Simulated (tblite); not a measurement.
Question: Write Cartesian coordinates for `C=C(CO)O[SiH2]CC` as optimised with GFN2-xTB.

Answer: 
```xyz
20
C5H12O2Si angstrom
C      2.2556   -0.5235    1.4320
C      1.5959   -0.4441    0.2835
C      2.0378    0.4265   -0.8697
O      0.9566    1.1529   -1.4006
O      0.4708   -1.1409    0.0698
Si    -0.7100   -1.0652   -1.0610
C     -1.9956    0.2969   -0.6966
C     -2.2984    0.4478    0.7919
H      1.9134   -1.1635    2.2241
H      3.1595    0.0321    1.5949
H      2.8548    1.0874   -0.5583
H      2.3863   -0.2140   -1.6856
H      0.6193    1.7468   -0.7206
H     -0.2386   -0.9934   -2.4407
H     -1.2850   -2.3771   -0.7600
H     -2.9170    0.0326   -1.2167
H     -1.6875    1.2616   -1.1020
H     -1.3993    0.7083    1.3481
H     -2.6809   -0.4858    1.1977
H     -3.0426    1.2252    0.9633
```

Orientation and origin are arbitrary. Atoms count from 1 in this order. Of the pairs four or more bonds apart, O4···Si6 is among the closest relative to their van der Waals radii: 2.80 Å, 77 % of the sum of Bondi's values. O4 (alcohol oxygen) is bent (angle 108.7°). The C–C distances run from 1.327 Å (C1=C2, drawn double) to 1.526 Å (C7–C8, drawn single), a spread of 0.199 Å. The 2 C–O bonds span 1.341 Å (C2–O5, drawn single) to 1.407 Å (C3–O4, drawn single), a spread of 0.066 Å.

Bonds between heavy atoms (Å): C1=C2 1.327, C2–C3 1.511, C3–O4 1.407, C2–O5 1.341, O5–Si6 1.637, Si6–C7 1.908, C7–C8 1.526.

The geometry is computed with GFN2-xTB (gas phase).

Point group: C1 (no symmetry element, even within 0.4 Å). Its GFN2-xTB frequencies are all real (lowest 30 cm⁻¹). The numbers are those of one conformer (C1–C2–C3–O4 -134°, C2–C3–O4–H 63°, C1–C2–O5–Si6 166°, C2–O5–Si6–C7 -81°, O5–Si6–C7–C8 -37°). 3 starts were optimised and ended at 0.00, 0.70 and 2.18 kcal/mol (GFN2-xTB); the lowest of these is shown.
